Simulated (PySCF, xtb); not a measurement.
B(F)(Et)(vinyl) (C4H8BF), SMILES FB(CC)C=C.

GFN2-xTB in xtb at its own geometry gives an orbital gap of 3.44 eV and a dipole moment of 1.78 D.

The structure is a stationary point at PBE0-D3(BJ)/def2-SVP. The values are those of a single conformer.

Problem. What does B3LYP/def2-TZVP (PySCF) give? (The exact figures need the calculation; the answer reports its results.)

Solution. gap 6.36 eV (levels -7.99 and -1.62 eV), dipole 1.69 D.
